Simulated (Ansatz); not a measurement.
A nudged elastic band was laid between two geometries of C₃H₆SiTe (11 atoms, charge 0, multiplicity 1).

Method: RKS PBE/def2-SVP (Ansatz).

| Quantity | Value |
| --- | --- |
| movable images | 5 |
| climbing image | yes |
| spring | 5.0 eV/Å² |
| optimiser | quadratic models (default) |
| start path | through a guess of the saddle point |
| force threshold | 0.05 eV/Å |
| iteration limit | 60 |
| end points | relaxed |

Initial state:

```xyz
11
Properties=species:S:1:pos:R:3
C -1.620 0.805 1.971
C -0.765 0.007 1.589
Si 0.507 -1.161 0.961
Te 0.257 -1.528 -1.515
C 0.446 0.602 -1.984
H -2.373 1.503 2.314
H 1.860 -0.598 1.302
H 0.338 -2.506 1.609
H 0.261 0.700 -3.069
H -0.313 1.167 -1.415
H 1.466 0.950 -1.742
```

Final state:

```xyz
11
Properties=species:S:1:pos:R:3
C -1.333 1.341 2.042
C -0.718 0.280 1.653
Si 0.408 -1.081 1.035
Te 0.057 -1.463 -1.419
C 0.397 0.642 -1.923
H -1.958 0.269 1.560
H 1.786 -0.597 1.388
H 0.100 -2.370 1.739
H 0.098 0.760 -2.981
H -0.237 1.276 -1.276
H 1.466 0.887 -1.798
```

(1) Which bonds break or form, and what moves?

(2) Give the energies along the band, and the barrier.

(3) What is the geometry of the highest image?

(4) What are the harmonic wavenumbers there?

Results:

(1) No bond is made or broken.

(2) The forces met the threshold. The highest image is number 4 of 0 to 6, 46.1 kcal/mol above the first end and 1.5 kcal/mol above the last; the last end lies 44.6 kcal/mol above the first. A vibrational analysis at the climbing image gives one clearly imaginary mode, 132i cm⁻¹: a first-order saddle point.

```csv
image,path coordinate (Å),energy (kcal/mol)
0,0.00,0.0
1,0.57,1.4
2,1.14,10.4
3,1.70,33.5
4,2.26,46.1
5,3.04,45.2
6,3.82,44.6
```

(3) 
```xyz
11
Properties=species:S:1:pos:R:3
C -1.718 0.688 2.646
C -0.883 0.044 1.911
Si 0.379 -1.020 1.024
Te -0.204 -1.373 -1.392
C 0.439 0.632 -2.000
H -1.670 0.839 1.343
H 1.725 -0.359 1.138
H 0.376 -2.354 1.710
H 0.382 0.648 -3.104
H -0.241 1.395 -1.581
H 1.480 0.803 -1.675
```

(4) 132i, 35, 84, 97, 124, 225, 279, 352, 465, 500, 547, 582, 699, 767, 806, 819, 874, 1193, 1384, 1389, 1864, 2162, 2190, 2386, 3003, 3125, 3133 cm⁻¹.

Time of the run: 5.9 min on 2 threads of Arm Neoverse V1 (shared host), peak memory 0.16 GiB.
